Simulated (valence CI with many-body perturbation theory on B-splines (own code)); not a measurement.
# E1 line list for Sb³⁸⁺

Computed by relativistic CI+MBPT: three valence electrons over a frozen Dirac-Fock core [Ne], a basis of 11 s, 11 p, 9 d, 7 f, 5 g, 2 h, 1 i functions for each j, with the one-electron correlation potential Σ1 (screened to all orders), the two-electron term Σ2, the three-electron term Σ3, Breit, model QED; selected single and double excitations, second order for the rest (own B-spline code, finite nucleus).

No measured spectrum was set against this ion. As an estimate, large intervals hold to a few tenths of a per cent, small ones and those within an open d or f shell to about a per cent.

Lines 151 to 200 of 264 in falling wavelength, among levels below 38.372 Ry, chosen from the strongest by gf and those to the six lowest levels. Wavelengths and rates use the calculated energies. Electric multipoles are in the length gauge, E1 and E2 with the static RPA response of the core. Weak lines are less certain than strong ones. Lines between different terms over intervals too small for the method are left out, as are lines whose strength nearly cancels. The highest levels of a list are the least certain.

Levels are named by their leading jj configuration (3d3/2^4 stands for four electrons in 3d with j = 3/2), which in mixed levels can hold well under half, so a name can repeat and another be missing. Letters in brackets count levels of one name in rising energy.

```tsv
λ vac (Å)	Upper	Lower	A (s⁻¹)	log gf	Branch %
66.93	(3p1/2 3p3/2 3d5/2) J=5/2 [b]	(3s 3p1/2 3d5/2) J=5/2 [a]	2.48e+10	-1.00	8.8
66.62	(3p1/2 3p3/2^2) J=5/2	(3s 3p1/2 3p3/2) J=3/2 [a]	3.11e+09	-1.91	2.1
66.23	(3p1/2 3p3/2 3d5/2) J=3/2 [b]	(3s 3p1/2 3d3/2) J=1/2	4.26e+10	-0.95	18.5
66.19	(3p1/2 3p3/2 3d3/2) J=5/2 [b]	(3s 3p1/2 3d3/2) J=3/2 [a]	3.06e+10	-0.92	10.6
66.09	(3s 3p3/2 3d5/2) J=3/2 [a]	(3s 3p1/2 3p3/2) J=1/2	3.38e+10	-1.05	25.8
64.98	(3s 3d3/2^2) J=3/2	(3s 3p1/2 3d3/2) J=1/2	1.04e+11	-0.58	29.6
64.67	(3s 3d3/2 3d5/2) J=7/2 [a]	(3s 3p1/2 3d5/2) J=5/2 [b]	4.17e+10	-0.68	15.1
64.54	(3s 3p3/2 3d5/2) J=3/2 [b]	(3s 3p3/2^2) J=5/2	6.81e+10	-0.77	21.0
64.54	(3p1/2 3p3/2^2) J=1/2	(3s 3p1/2 3p3/2) J=3/2 [a]	7.21e+09	-2.05	3.8
64.16	(3p1/2 3p3/2^2) J=3/2 [b]	(3s 3p1/2 3p3/2) J=3/2 [a]	5.85e+10	-0.84	17.9
64.15	(3s 3d3/2^2) J=5/2	(3s 3p1/2 3d3/2) J=3/2 [b]	1.71e+11	-0.20	46.1
64.01	(3s 3p3/2 3d5/2) J=5/2 [b]	(3s 3p3/2^2) J=5/2	3.57e+10	-0.88	9.4
63.28	(3s 3p3/2 3d5/2) J=3/2 [a]	(3s 3p1/2 3p3/2) J=3/2 [b]	2.33e+10	-1.25	17.8
63.01	(3s 3p3/2 3d3/2) J=3/2 [a]	(3s 3p1/2 3p3/2) J=5/2	3.69e+10	-1.06	18.2
62.99	(3s 3p3/2 3d3/2) J=5/2 [a]	(3s 3p1/2 3p3/2) J=5/2	1.62e+11	-0.24	65.3
62.97	(3s 3p3/2 3d3/2) J=3/2 [b]	(3s 3p1/2 3p3/2) J=1/2	1.30e+11	-0.51	35.5
62.80	(3s 3d3/2 3d5/2) J=7/2 [a]	(3s 3p1/2 3d5/2) J=7/2	1.38e+11	-0.19	49.8
62.54	(3s 3d3/2 3d5/2) J=5/2 [a]	(3p1/2 3p3/2^2) J=3/2 [a]	3.36e+10	-0.93	10.5
62.49	(3s 3p3/2 3d3/2) J=7/2	(3s 3p1/2 3p3/2) J=5/2	1.59e+11	-0.13	92.3
62.41	(3s 3p3/2 3d5/2) J=5/2 [a]	(3s 3p1/2 3p3/2) J=3/2 [b]	2.37e+09	-2.08	1.7
61.74	(3s 3d3/2 3d5/2) J=7/2 [b]	(3s 3p1/2 3d5/2) J=5/2 [b]	7.20e+10	-0.48	35.8
61.72	(3p1/2 3p3/2 3d3/2) J=3/2 [b]	(3p1/2^2 3p3/2) J=3/2	1.84e+11	-0.38	64.0
61.68	(3p1/2 3p3/2 3d3/2) J=5/2 [b]	(3p1/2^2 3p3/2) J=3/2	9.44e+10	-0.49	32.6
61.64	(3s 3d3/2 3d5/2) J=3/2 [a]	(3p1/2 3p3/2^2) J=3/2 [a]	6.78e+10	-0.81	22.3
61.28	(3s 3d3/2 3d5/2) J=5/2 [a]	(3s 3p1/2 3d5/2) J=7/2	2.47e+10	-1.08	7.8
61.27	(3s 3d3/2 3d5/2) J=3/2 [b]	(3s 3p1/2 3d5/2) J=5/2 [b]	9.18e+10	-0.68	27.1
61.17	(3s 3d3/2 3d5/2) J=7/2 [a]	(3s 3p1/2 3d5/2) J=5/2 [a]	3.18e+10	-0.85	11.5
61.15	(3p3/2^2 3d3/2) J=1/2	(3p1/2 3p3/2^2) J=3/2 [a]	2.17e+11	-0.61	66.7
60.93	(3s 3d3/2 3d5/2) J=9/2	(3s 3p1/2 3d5/2) J=7/2	7.81e+10	-0.36	37.1
60.79	(3s 3d3/2 3d5/2) J=3/2 [b]	(3p1/2 3p3/2^2) J=3/2 [a]	7.13e+10	-0.80	21.1
60.75	(3s 3p1/2 3d3/2) J=1/2	(3s 3p1/2^2) J=1/2	2.48e+11	-0.56	96.0
60.57	(3s 3p1/2 3d3/2) J=3/2 [b]	(3s 3p1/2^2) J=1/2	2.22e+11	-0.31	92.8
60.54	(3s 3d3/2^2) J=1/2	(3s 3p1/2 3d3/2) J=3/2 [b]	2.55e+11	-0.55	59.4
60.46	(3s 3d3/2 3d5/2) J=5/2 [b]	(3s 3p1/2 3d5/2) J=5/2 [b]	1.07e+11	-0.45	32.2
60.42	(3s 3p3/2 3d3/2) J=3/2 [b]	(3s 3p1/2 3p3/2) J=3/2 [b]	1.21e+11	-0.58	33.1
60.41	(3p1/2 3p3/2 3d5/2) J=3/2 [a]	(3p1/2^2 3p3/2) J=3/2	6.97e+10	-0.82	28.7
60.36	(3s 3d3/2^2) J=1/2	(3s 3p1/2 3d3/2) J=1/2	1.46e+11	-0.80	34.0
60.35	(3p1/2 3p3/2 3d3/2) J=1/2 [b]	(3p1/2^2 3p3/2) J=3/2	1.87e+11	-0.69	58.0
59.99	(3s 3d3/2 3d5/2) J=5/2 [b]	(3p1/2 3p3/2^2) J=3/2 [a]	3.99e+10	-0.89	12.0
59.93	(3s 3p3/2 3d3/2) J=3/2 [a]	(3s 3p1/2 3p3/2) J=3/2 [a]	1.56e+11	-0.47	77.5
59.90	(3s 3p3/2 3d3/2) J=5/2 [a]	(3s 3p1/2 3p3/2) J=3/2 [a]	7.78e+10	-0.60	31.3
59.89	(3s^2 3d3/2) J=3/2	(3s^2 3p1/2) J=1/2	3.27e+11	-0.15	99.7
59.87	(3p1/2 3p3/2 3d5/2) J=5/2 [a]	(3p1/2^2 3p3/2) J=3/2	2.86e+10	-1.04	14.8
59.81	(3s 3p3/2 3d3/2) J=1/2 [b]	(3s 3p1/2 3p3/2) J=1/2	1.53e+11	-0.78	38.4
59.74	(3s 3p3/2 3d3/2) J=1/2 [a]	(3s 3p1/2 3p3/2) J=3/2 [a]	1.74e+11	-0.73	95.7
59.72	(3s 3d3/2 3d5/2) J=5/2 [a]	(3s 3p1/2 3d5/2) J=5/2 [a]	1.27e+11	-0.39	39.9
59.06	(3p1/2 3p3/2 3d5/2) J=3/2 [b]	(3s 3p1/2 3d3/2) J=3/2 [a]	4.50e+10	-1.03	19.5
58.99	(3s 3d3/2^2) J=5/2	(3s 3p1/2 3d3/2) J=5/2	1.59e+11	-0.30	43.0
58.94	(3s 3p3/2 3d5/2) J=3/2 [a]	(3s 3p1/2 3p3/2) J=5/2	4.28e+08	-3.05	0.3
58.90	(3s 3d3/2 3d5/2) J=3/2 [a]	(3s 3p1/2 3d5/2) J=5/2 [a]	1.06e+11	-0.66	34.7
```

Problem. How does gf follow from A for the line at 62.97 Å?

Solution. gf = 1.4992 × (2J+1)_upper × A / σ², with σ = 1588020 cm⁻¹ and 2J+1 = 4: gf = 0.308.
